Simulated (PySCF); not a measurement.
C₆H₆. Atoms are numbered in the order given.

```xyz
12

C      0.0000     2.8118     0.6721
C      0.0000     2.0283    -0.4186
C      0.0000     0.6100    -0.3941
C      0.0000    -0.6100    -0.3941
C      0.0000    -2.0283    -0.4186
C      0.0000    -2.8118     0.6721
H      0.0000     3.9000     0.5776
H      0.0000     2.3865     1.6788
H      0.0000     2.4930    -1.4123
H      0.0000    -2.4930    -1.4123
H      0.0000    -2.3865     1.6788
H      0.0000    -3.9000     0.5776
```
Charge 0, spin multiplicity 1.

Geometry: PBE0-D3(BJ)/def2-SVP.

Method: PBE/def2-TZVP (PySCF).

ESP charges are fitted to the potential on shells at 1.4 to 2.0 van der Waals radii. Atomic charges (e):

```csv
atom,Mulliken,ESP fit,Löwdin,meta-Löwdin
C1,-0.22,-0.44,-0.17,-0.24
C2,-0.18,-0.01,-0.20,-0.11
C3,0.03,-0.07,-0.05,-0.05
C4,0.03,-0.07,-0.05,-0.05
C5,-0.18,-0.01,-0.20,-0.11
C6,-0.22,-0.44,-0.17,-0.24
H7,0.12,0.18,0.13,0.13
H8,0.12,0.21,0.13,0.13
H9,0.12,0.13,0.16,0.14
H10,0.12,0.13,0.16,0.14
H11,0.12,0.21,0.13,0.13
H12,0.12,0.18,0.13,0.13
```

Computed Mayer and Wiberg (Löwdin basis) orders of the bonds:
| bond | Mayer | Wiberg |
|---|---|---|
| C1–C2 | 1.84 | 2.06 |
| C2–C3 | 1.25 | 1.39 |
| C3–C4 | 2.55 | 2.57 |
| C4–C5 | 1.25 | 1.39 |
| C5–C6 | 1.84 | 2.06 |
| C1–H7 | 0.95 | 0.89 |
| C1–H8 | 0.95 | 0.89 |
| C2–H9 | 0.95 | 0.80 |
| C5–H10 | 0.95 | 0.80 |
| C6–H11 | 0.95 | 0.89 |
| C6–H12 | 0.95 | 0.89 |
